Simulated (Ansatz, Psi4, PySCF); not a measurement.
Noncovalent pair: CH6OSi (SMILES CO[SiH3]) (first 9 atoms) with CH4 (SMILES C); geometry from B3LYP-D3(BJ)/def2-TZVP.
(charge 0, multiplicity 1):
```csv
atom,x (Å),y (Å),z (Å)
C,-1.6050,-0.4673,0.3216
O,-0.5492,0.4651,0.1508
Si,0.9489,0.0400,-0.3829
H,-2.4791,0.0743,0.6816
H,-1.8598,-0.9563,-0.6241
H,-1.3413,-1.2340,1.0566
H,1.5554,-0.9886,0.5000
H,1.7615,1.2719,-0.3719
H,0.8809,-0.5210,-1.7568
C,0.0388,0.0417,3.6261
H,-0.1829,0.7129,2.7983
H,-0.8868,-0.3936,4.0015
H,0.6984,-0.7530,3.2792
H,0.5285,0.5940,4.4272
```

Interaction energies are E(AB) − E(A) − E(B) at the monomers' geometry in the complex; basis-set methods are counterpoise corrected.

Correlated levels freeze the cores.

Run with Ansatz (a first-principles code); Psi4 for SAPT; PySCF for the dispersion terms. 

Problem. One of these levels gives 0.09 kcal/mol for the interaction energy. Which one is it?
A. BHLYP/def2-TZVPPD
B. HF/aug-cc-pV(D+d)Z
C. PBE-D3(BJ)/def2-TZVPPD
D. SAPT0/jun-cc-pV(D+d)Z

Solution. A, BHLYP/def2-TZVPPD. The others give 0.78 (HF/aug-cc-pV(D+d)Z), -1.44 (PBE-D3(BJ)/def2-TZVPPD), -0.58 (SAPT0/jun-cc-pV(D+d)Z)
